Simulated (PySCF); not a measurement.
PySCF input for disilazane anion (H7NSi2), SMILES N([SiH3])[SiH3] (connectivity only; charge and spin as stated), charge -1, multiplicity 2, PBE0-D3(BJ)/def2-SVPD. Geometry optimised at PBE0-D3(BJ)/def2-SVPD. The multiplicity is an assumed one; other spin states were not compared.

```python
import numpy as np
from pyscf import gto, scf, dft, df
from pyscf.hessian import thermo

mol = gto.M(
    atom='''
    Si    1.59363958   -0.27929077    0.20135584
    N    -0.13831321   -0.42482216   -0.58042692
    Si   -1.50398383    0.45156141   -0.02191657
    H     3.09147736    0.19233131    0.45090752
    H     1.02666714    0.54402098    1.36200594
    H     1.75994806   -1.67610535    0.77772527
    H    -0.16502662   -0.76778880   -1.53405924
    H    -2.00943387    0.01586697    1.32920713
    H    -2.68354207    0.31135539   -0.95878561
    H    -1.30707812    1.94228565    0.12383772
    ''',
    basis='def2-SVPD',
    charge=-1,
    spin=1,
    max_memory=1600,
    verbose=3,
)
mf = dft.UKS(mol, xc='pbe0').density_fit(auxbasis='def2-universal-jkfit')
mf.disp = 'd3bj'
mf.grids.level = 3
mf.conv_tol = 1e-11
mf.max_cycle = 100
mf.kernel()
fine, coarse = mf.grids, dft.Grids(mol).set(level=1).build(with_non0tab=True)
for _ in range(3):  # follow internal instabilities
    mf.grids = coarse
    mo, _, stable, _ = mf.stability(return_status=True, nroots=4)
    mf.grids = fine
    if stable:
        break
    mf.kernel(mf.make_rdm1(mo, mf.mo_occ))

# analytic Hessian; the response equations are solved on a coarser grid
h, args, fine = mf.Hessian(), (mf.mo_energy, mf.mo_coeff, mf.mo_occ), mf.grids
h.max_memory = max(150, 2.5e-5 * df.make_auxmol(mol, mf.with_df.auxbasis).nao * mol.nelec[0] * (mol.nelec[0] + mol.nao))  # MB; small integral blocks
h1ao = h.make_h1(mf.mo_coeff, mf.mo_occ)
mf.grids = dft.Grids(mol).set(level=1).build(with_non0tab=True)
mo1, mo_e1 = h.solve_mo1(*args, h1ao)
mf.grids = fine
hess = h.hess_elec(*args, mo1, mo_e1, h1ao) + h.hess_nuc()
if mf.do_disp():
    hess += h.get_dispersion()
for i in range(mol.natm):  # the analytic DFT Hessian lacks the response of the grid: restore translational invariance
    hess[i, i] -= hess[i].sum(axis=0)
hess = (hess + hess.transpose(1, 0, 3, 2)) / 2
vib = thermo.harmonic_analysis(mol, hess, imaginary_freq=False)
thermo.dump_normal_mode(mol, vib)
th = thermo.thermo(mf, vib['freq_au'][vib['freq_au'] > 0], 298.15, 101325)
thermo.dump_thermo(mol, th)
g0 = mf.nuc_grad_method().set(verbose=0).kernel()

# dipole derivatives [dipole axis, atom, xyz] from the same response
r, irp = mol.intor('int1e_r'), mol.intor('int1e_irp').reshape(3, 3, mol.nao, mol.nao)
sl, dm0, ok = mol.aoslice_by_atom(), np.array(mf.make_rdm1()), []
dmu = np.einsum('a,xt->xat', mol.atom_charges(), np.eye(3))
for a, (_, _, p0, p1) in enumerate(sl):
    dmu[:, a] += 2 * np.einsum('xtij,ij->xt', irp[:, :, :, p0:p1], dm0.reshape(-1, mol.nao, mol.nao).sum(0)[:, p0:p1])
    for u, c, occ, f in zip(mo1, mf.mo_coeff, mf.mo_occ, (2, 2)):
        dmu[:, a] -= f * np.einsum('tui,xuv,vi->xt', u[a], r, c[:, occ > 0], optimize=True)
L = vib['norm_mode']
ir = 974.8801 * (np.einsum('xat,kat->kx', dmu, L) ** 2).sum(1)       # km/mol
apt = np.einsum('xax->a', dmu) / 3
print('mode   freq/cm-1   IR/(km/mol)')
for k, w in enumerate(vib['freq_wavenumber']):
    print(f'{k + 1:4d} {w:11.2f} {ir[k]:13.3f}')
print('max |gradient| / (hartree/bohr):', abs(g0).max())
print('APT charges:', apt.round(4))
```

Output:

```

WARN: HOMO -0.1143473397565 >= LUMO -0.1143473397565

converged SCF energy = -637.402048396527  <S^2> = 0.75439547  2S+1 = 2.0043907
<class 'pyscf.df.df_jk.DFUKS'> wavefunction is stable in the internal stability analysis

WARN: DFTD3 does not support analytical Hessian, using finite difference


WARN: Mole.unit (angstrom) is changed to Bohr

Mode                                 0                   1                   2
Irrep
Freq [cm^-1]                       83.0265            116.4695            151.5090
Reduced mass [au]                   1.4680              1.1796              2.2528
Force const [Dyne/A]                0.0060              0.0094              0.0305
Char temp [K]                     119.4567            167.5737            217.9877
Normal mode                   x     y     z       x     y     z       x     y     z
       0  Si                 0.02 -0.03 -0.00    0.03  0.01 -0.02   -0.08  0.03  0.00
       1   N                 0.04  0.12 -0.03   -0.01 -0.03  0.08   -0.00 -0.06 -0.09
       2  Si                -0.03 -0.02  0.01   -0.02  0.01 -0.01    0.08 -0.01  0.03
       3   H                 0.11 -0.25 -0.08    0.03  0.05 -0.14   -0.12  0.11  0.07
       4   H                 0.14  0.40 -0.25    0.08  0.01  0.00   -0.19  0.20 -0.17
       5   H                -0.27  0.11  0.43    0.10  0.02 -0.01   -0.11  0.13  0.27
       6   H                -0.04 -0.16  0.07   -0.06 -0.19  0.14   -0.02 -0.07 -0.09
       7   H                -0.05 -0.11 -0.02   -0.44 -0.19 -0.22    0.05 -0.13 -0.02
       8   H                -0.02 -0.05 -0.01    0.17  0.38 -0.31    0.06  0.21  0.03
       9   H                -0.11 -0.03  0.08    0.21 -0.07  0.37    0.24 -0.05  0.20
Mode                                 3                   4                   5
Irrep
Freq [cm^-1]                      289.3265            372.3715            457.4650
Reduced mass [au]                   1.2035              1.3934              2.2542
Force const [Dyne/A]                0.0594              0.1138              0.2779
Char temp [K]                     416.2765            535.7597            658.1903
Normal mode                   x     y     z       x     y     z       x     y     z
       0  Si                -0.03 -0.00 -0.01   -0.05 -0.06 -0.01   -0.09  0.03 -0.03
       1   N                 0.05  0.08 -0.02    0.08  0.05  0.04    0.07  0.02  0.10
       2  Si                 0.02 -0.01  0.01    0.00  0.01  0.00    0.05 -0.02 -0.00
       3   H                -0.10  0.12  0.15   -0.19  0.50 -0.35    0.05 -0.37 -0.09
       4   H                -0.17 -0.18  0.06   -0.06 -0.07  0.02    0.15  0.06  0.06
       5   H                 0.06 -0.08 -0.21    0.33  0.11  0.27   -0.24 -0.08 -0.22
       6   H                -0.21 -0.71  0.27    0.13  0.18 -0.01    0.14  0.12  0.06
       7   H                -0.05  0.10  0.03   -0.04 -0.01 -0.02   -0.05 -0.01 -0.04
       8   H                 0.04 -0.09  0.00    0.09 -0.11 -0.08    0.18 -0.15 -0.15
       9   H                 0.05 -0.01 -0.08   -0.10  0.02 -0.04   -0.04 -0.01 -0.04
Mode                                 6                   7                   8
Irrep
Freq [cm^-1]                      544.5775            692.0451            728.4534
Reduced mass [au]                   1.1621              1.1618              1.4750
Force const [Dyne/A]                0.2031              0.3278              0.4612
Char temp [K]                     783.5257            995.6988           1048.0823
Normal mode                   x     y     z       x     y     z       x     y     z
       0  Si                -0.03  0.01  0.05    0.00  0.00 -0.00   -0.01 -0.01 -0.05
       1   N                 0.00  0.02 -0.03    0.02  0.04 -0.03    0.08  0.01  0.10
       2  Si                -0.01 -0.02 -0.03   -0.02 -0.05  0.03   -0.04 -0.00 -0.03
       3   H                 0.09 -0.09 -0.57    0.00 -0.02  0.04   -0.09  0.07  0.41
       4   H                 0.29 -0.06  0.20   -0.01 -0.02  0.01   -0.13  0.03 -0.11
       5   H                 0.09 -0.02 -0.08   -0.05  0.02  0.05   -0.06  0.01  0.03
       6   H                 0.15 -0.17  0.04    0.01  0.22 -0.09    0.24  0.03  0.08
       7   H                 0.23 -0.02  0.07   -0.36  0.50  0.08    0.25 -0.08  0.05
       8   H                -0.25  0.25  0.25    0.04  0.14 -0.08   -0.30  0.29  0.26
       9   H                 0.26 -0.06  0.04    0.51 -0.08 -0.33    0.24 -0.05  0.06
Mode                                 9                  10                  11
Irrep
Freq [cm^-1]                      822.7752            871.6185            927.9268
Reduced mass [au]                   1.0822              3.8725              1.0453
Force const [Dyne/A]                0.4316              1.7334              0.5303
Char temp [K]                    1183.7903           1254.0650           1335.0801
Normal mode                   x     y     z       x     y     z       x     y     z
       0  Si                -0.00 -0.02  0.04    0.01 -0.01  0.01    0.00 -0.00  0.00
       1   N                 0.03 -0.01 -0.01   -0.15  0.11  0.08   -0.01  0.00  0.01
       2  Si                -0.01  0.00  0.01    0.06 -0.05 -0.04    0.02  0.02 -0.02
       3   H                -0.07  0.11 -0.09   -0.05  0.20  0.00   -0.02  0.06 -0.04
       4   H                -0.08  0.56 -0.42   -0.01  0.08 -0.07   -0.01  0.01 -0.01
       5   H                 0.20 -0.21 -0.55   -0.06 -0.03 -0.05   -0.09 -0.02 -0.04
       6   H                 0.03  0.04 -0.03   -0.23  0.15  0.07    0.02  0.05 -0.01
       7   H                -0.05  0.05  0.01    0.19 -0.02  0.02   -0.45 -0.12 -0.22
       8   H                -0.01  0.05  0.00    0.04  0.02 -0.03   -0.28 -0.54  0.44
       9   H                -0.03  0.01 -0.01    0.16 -0.06  0.01    0.29 -0.06  0.18
Mode                                12                  13                  14
Irrep
Freq [cm^-1]                      935.5533            969.2149            986.6149
Reduced mass [au]                   1.0981              1.0527              1.0802
Force const [Dyne/A]                0.5663              0.5826              0.6195
Char temp [K]                    1346.0529           1394.4845           1419.5192
Normal mode                   x     y     z       x     y     z       x     y     z
       0  Si                -0.01 -0.00  0.00   -0.02 -0.00 -0.00   -0.02  0.00 -0.01
       1   N                -0.00 -0.00 -0.01   -0.03  0.02 -0.00   -0.00  0.01  0.01
       2  Si                -0.05  0.02  0.00    0.01  0.01  0.02    0.02 -0.02 -0.03
       3   H                 0.03 -0.07  0.10    0.08 -0.24  0.20    0.09 -0.31  0.15
       4   H                 0.09  0.06 -0.00    0.13  0.08  0.00    0.01  0.02 -0.03
       5   H                 0.20  0.02  0.01    0.53  0.08  0.07    0.54  0.10  0.11
       6   H                 0.03 -0.01 -0.01   -0.04  0.00  0.01   -0.12  0.06 -0.01
       7   H                 0.38 -0.05  0.14   -0.09 -0.46 -0.19   -0.09  0.43  0.09
       8   H                 0.27 -0.45 -0.29   -0.04  0.06  0.05   -0.10  0.01  0.13
       9   H                 0.51 -0.08  0.23    0.10  0.03 -0.50   -0.19 -0.03  0.44
Mode                                15                  16                  17
Irrep
Freq [cm^-1]                     1031.0913           1085.2910           1630.8535
Reduced mass [au]                   1.0933              1.1424              1.0402
Force const [Dyne/A]                0.6848              0.7928              1.6301
Char temp [K]                    1483.5108           1561.4921           2346.4351
Normal mode                   x     y     z       x     y     z       x     y     z
       0  Si                 0.01  0.01  0.01    0.02  0.00 -0.00   -0.03 -0.01 -0.00
       1   N                 0.06 -0.00  0.03   -0.08  0.03  0.00    0.00  0.00 -0.00
       2  Si                -0.01  0.00 -0.01    0.01 -0.00  0.01   -0.00  0.00  0.00
       3   H                 0.10 -0.27 -0.32    0.06 -0.21 -0.14    0.92  0.31  0.09
       4   H                -0.60 -0.17 -0.17   -0.48 -0.10 -0.15   -0.04 -0.04 -0.08
       5   H                 0.02  0.02  0.03    0.08  0.02  0.03   -0.03 -0.01 -0.03
       6   H                -0.48  0.16 -0.02    0.70 -0.15  0.06    0.02 -0.00  0.00
       7   H                 0.11 -0.14 -0.01   -0.05  0.04 -0.00   -0.01  0.01 -0.00
       8   H                -0.03  0.01  0.02    0.07 -0.05 -0.06   -0.00  0.00  0.00
       9   H                 0.11 -0.01 -0.06   -0.01  0.01 -0.01   -0.01 -0.00  0.00
Mode                                18                  19                  20
Irrep
Freq [cm^-1]                     2006.8679           2058.3877           2105.2323
Reduced mass [au]                   1.0361              1.0381              1.0466
Force const [Dyne/A]                2.4586              2.5915              2.7330
Char temp [K]                    2887.4361           2961.5616           3028.9605
Normal mode                   x     y     z       x     y     z       x     y     z
       0  Si                 0.01 -0.02 -0.02   -0.00  0.03 -0.01   -0.00  0.00  0.00
       1   N                -0.00 -0.00 -0.00   -0.00 -0.00 -0.00    0.00 -0.00  0.00
       2  Si                 0.00  0.00  0.00   -0.00 -0.00  0.00    0.02  0.02  0.01
       3   H                 0.08 -0.00 -0.02    0.01  0.02 -0.01   -0.01 -0.00 -0.00
       4   H                -0.35  0.53  0.74   -0.02  0.05  0.04    0.02 -0.03 -0.04
       5   H                 0.00  0.04 -0.04    0.10 -0.91  0.35    0.00 -0.02  0.00
       6   H                -0.02 -0.00 -0.00   -0.01  0.00 -0.00    0.00  0.01  0.00
       7   H                 0.02  0.02 -0.03    0.01  0.01 -0.03   -0.02 -0.02  0.13
       8   H                -0.03  0.01 -0.01    0.01  0.00  0.01   -0.61 -0.07 -0.50
       9   H                -0.01 -0.06  0.00   -0.00 -0.01  0.00   -0.07 -0.55 -0.04
Mode                                21                  22                  23
Irrep
Freq [cm^-1]                     2116.0601           2151.1394           3624.1620
Reduced mass [au]                   1.0446              1.0273              1.0761
Force const [Dyne/A]                2.7558              2.8007              8.3278
Char temp [K]                    3044.5394           3095.0106           5214.3622
Normal mode                   x     y     z       x     y     z       x     y     z
       0  Si                 0.00  0.00  0.00    0.00  0.00  0.00   -0.00  0.00  0.00
       1   N                -0.00 -0.00  0.00   -0.00  0.00  0.00   -0.00  0.02  0.07
       2  Si                -0.00  0.02 -0.03   -0.01  0.01  0.02    0.00 -0.00  0.00
       3   H                 0.00 -0.00 -0.00   -0.01 -0.00 -0.00    0.00 -0.00 -0.00
       4   H                -0.00 -0.00 -0.00    0.02 -0.03 -0.04    0.00  0.00 -0.00
       5   H                -0.00 -0.01  0.00   -0.01  0.03 -0.02   -0.00 -0.00  0.00
       6   H                 0.00  0.01 -0.01   -0.01 -0.00  0.00   -0.02 -0.33 -0.90
       7   H                -0.16 -0.14  0.46    0.27  0.26 -0.74    0.00 -0.00 -0.00
       8   H                 0.42  0.07  0.33    0.16  0.02  0.14   -0.00  0.00 -0.00
       9   H                -0.10 -0.63 -0.08   -0.07 -0.49 -0.03    0.00 -0.00 -0.00
temperature 298.1500 [K]
pressure 101325.00 [Pa]
Rotational constants [GHz] 22.99192 2.85638 2.67999
Symmetry number 1
Zero-point energy (ZPE) 0.06096 [Eh]   160048.580 [J/mol]
                           tot       elec      trans        rot        vib
Entropy [J/mol/K]       336.369      5.763    162.958    104.667     62.981
Cv [J/mol/K]             94.976      0.000     12.472     12.472     70.033
Cp [J/mol/K]            103.290      0.000     20.786     12.472     70.033
Internal energy [J/mol]                      3718.434   3718.434 170349.193
Internal energy [Eh]   -637.33433  -637.40205
Enthalpy [J/mol]                             6197.391   3718.434 170349.193
Enthalpy [Eh]          -637.33339
Gibbs free energy [J/mol]                  -42388.566 -27488.084 151571.445
Gibbs free energy [Eh] -637.37159
mode   freq/cm-1   IR/(km/mol)
   1       83.03         1.306
   2      116.47         1.139
   3      151.51         3.327
   4      289.33        26.647
   5      372.37        17.561
   6      457.46        37.233
   7      544.58        10.328
   8      692.05        20.052
   9      728.45        88.994
  10      822.78        59.717
  11      871.62        83.431
  12      927.93        72.591
  13      935.55       356.082
  14      969.21       109.559
  15      986.61        86.530
  16     1031.09        30.529
  17     1085.29       108.606
  18     1630.85       985.666
  19     2006.87       154.613
  20     2058.39       282.324
  21     2105.23       270.025
  22     2116.06       252.002
  23     2151.14       207.773
  24     3624.16         6.425
max |gradient| / (hartree/bohr): 6.368559619911286e-05
APT charges: [ 0.6517 -0.778   1.0775 -0.4881 -0.2753 -0.3026  0.0693 -0.3119 -0.3451
 -0.2975]
```

The calculation finished and met its thresholds.
